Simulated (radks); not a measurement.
Excited configurations of Zn2+: one electron is placed in a higher orbital outside [Ar] 3d9. The ground configuration is [Ar] 3d10. Calculated with a radial shooting solver on a logarithmic mesh with Libxc functionals: scalar-relativistic Kohn-Sham, BLYP, spin-polarised, spherical densities, finite nucleus; open shells are filled with parallel spins first; Fermi nuclear charge, rms radius 3.9283 fm. Excitation = E - E(ground); binding = E(ion) - E, where the ion is the core of charge +3; n* = 3/sqrt(2 binding) in atomic units, and the quantum defect is n - n*.

outer orbital  excitation (eV)  binding (eV)     n*  quantum defect  eigenvalue (eV)  <r> (bohr)
4p                      17.286        22.968  2.309           1.691          -18.841       2.510
5p                      28.941        11.312  3.290           1.710           -9.602       5.284
6d                      35.093         5.160  4.871           1.129           -4.377       11.32
7p                      35.639         4.614  5.152           1.848           -3.978       13.42
7d                      36.571         3.683  5.766           1.234           -3.156       16.37

The Delta-SCF ionisation energy is 40.253 eV (NIST Atomic Spectra Database: 39.723 eV, measured). Self-interaction in the functional shifts the binding energies and quantum defects, so they are the method's values and not measured ones. Open shells are spherical and high-spin; term and fine-structure splittings are not resolved.
